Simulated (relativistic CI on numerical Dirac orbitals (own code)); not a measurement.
## Sc3+ in a cubic cluster: 3s photoemission with charge transfer

Computed with a charge-transfer multiplet model of a cubic metal-ligand cluster with up to 2 ligand holes, Slater and spin-orbit integrals from Dirac-Coulomb-Breit ions, Slater integrals scaled by 0.8. The ground state mixes d0 with configurations of k ligand holes L, whose averages lie at kΔ + k(k − 1)U_dd/2; a core hole lowers each added d electron by U_cd. 300 K, Lorentzian 1.4 eV and Gaussian 0.8 eV FWHM.

Atomic integrals in eV (Slater integrals scaled, ζ unscaled), ground: F2dd 4.710, F4dd 2.885, zeta_d 0.005; with the core hole: F2dd 4.710, F4dd 2.885, zeta_d 0.013, G2cd 7.380. Where a configuration has fewer than two d electrons, the dd integrals are those of d2.

Cluster parameters (eV): Δ = 4.4, U_cd = 6.7, 10Dq = 1.25, 10Dq(ligand) = 0.3, V(eg) = 1.75, V(t2g) = -0.77, final-state hopping factor = 1.

| Case | n_d | d0 | d1L | d2L2 | S |
| --- | --- | --- | --- | --- | --- |
| U_dd = 3.2 eV | 0.39 | 0.65 | 0.32 | 0.04 | 0.00 |
| U_dd = 3.9 eV | 0.38 | 0.65 | 0.31 | 0.03 | 0.00 |
| U_dd = 5.3 eV | 0.36 | 0.67 | 0.31 | 0.03 | 0.00 |
| U_dd = 6 eV | 0.36 | 0.67 | 0.31 | 0.03 | 0.00 |
| U_dd = 6.7 eV | 0.35 | 0.67 | 0.30 | 0.02 | 0.00 |

Weights, n_d and S are thermal averages at 300 K. Binding energies count from the first peak over 30 % of the highest in each spectrum, which can be another peak from case to case. The parameters are a model scan and need not match a compound or its usual spin state. Peaks in eV (height, largest 100):
- U_dd = 3.2 eV: 0.0 (100), 5.2 (23), 8.2 (39)
- U_dd = 3.9 eV: 0.0 (100), 5.3 (22), 8.1 (36)
- U_dd = 5.3 eV: 0.0 (100), 5.5 (19), 8.2 (32)
- U_dd = 6 eV: 0.0 (100), 5.6 (18), 8.3 (31)
- U_dd = 6.7 eV: 0.0 (100), 5.6 (17), 8.3 (30)

Curve for U_dd = 3.9 eV (points under 2 left out, the grid thinned):

E (eV), Intensity and a bar:
```
     -3.9        4.2 #
     -3.5        5.2 #
     -3.1        6.5 #
     -2.6        9.0 ##
     -2.2       12.4 ###
     -1.8       17.9 #####
     -1.4       27.8 ########
     -0.9       51.8 ###############
     -0.5       80.3 ########################
     -0.1       99.5 ##############################
      0.3       89.9 ###########################
      0.7       63.0 ###################
      1.2       37.5 ###########
      1.6       28.6 ########
      2.0       24.7 #######
      2.4       20.8 ######
      2.9       15.6 ####
      3.3       13.3 ###
      3.7       13.4 ###
      4.1       15.2 ####
      4.6       18.4 #####
      5.0       20.7 ######
      5.4       21.4 ######
      5.8       19.2 #####
      6.2       16.4 ####
      6.7       16.7 #####
      7.1       21.1 ######
      7.5       28.3 ########
      7.9       34.5 ##########
      8.4       33.9 ##########
      8.8       26.5 ########
      9.2       18.3 #####
      9.6       12.9 ###
     10.1        9.4 ##
     10.5        7.7 ##
     10.9        6.6 #
     11.3        6.1 #
     11.7        5.6 #
     12.2        4.3 #
     12.6        3.3 
     13.0        2.6 
     13.4        2.3 
     13.9        2.3 
     14.3        2.3 
     14.7        2.0
```

A d0 ion has no d-d gap: its lowest excitations are ligand-to-metal charge transfer. With the core hole the average of the configuration with one ligand hole lies at Δ − U_cd = -2.3 eV before mixing: the effective hopping of about 3.9 eV (from the holes of the mixed ground state) is comparable with this gap or larger, so the configurations mix strongly.

With at most 2 ligand holes the space is cut while the next configuration still counts, so covalency is underestimated, and a final configuration with one more ligand hole, which can lie low, is missing from the spectra.

Without intra-shell correlation the exchange splitting of the 3s hole comes out too large.
